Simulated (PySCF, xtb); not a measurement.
C₂H₇BS₂, SMILES CSBSC. Other conformers were not sampled.

Harmonic wavenumbers (cm⁻¹) from GFN2-xTB in xtb 6.7.1 at its own minimum, in rising order: 66, 85, 107, 130, 153, 248, 267, 666, 715, 719, 738, 848, 937, 940, 954, 971, 1037, 1316, 1317, 1448, 1449, 1455, 1455, 2645, 3036, 3041, 3045, 3049, 3062, 3067.

Task: What does PBE-D3(BJ)/def2-SVP in PySCF give at its own minimum? (An estimate is asked for; the answer gives what the named calculation found.)

Result: 37, 68, 105, 130, 173, 250, 279, 692, 697, 728, 746, 854, 919, 928, 936, 961, 1050, 1279, 1283, 1400, 1400, 1401, 1401, 2551, 2992, 2992, 3105, 3105, 3106, 3106. Paired by order, the mean absolute difference is 29 cm⁻¹ and the zero-point energies are 55.7 and 55.3 kcal/mol.
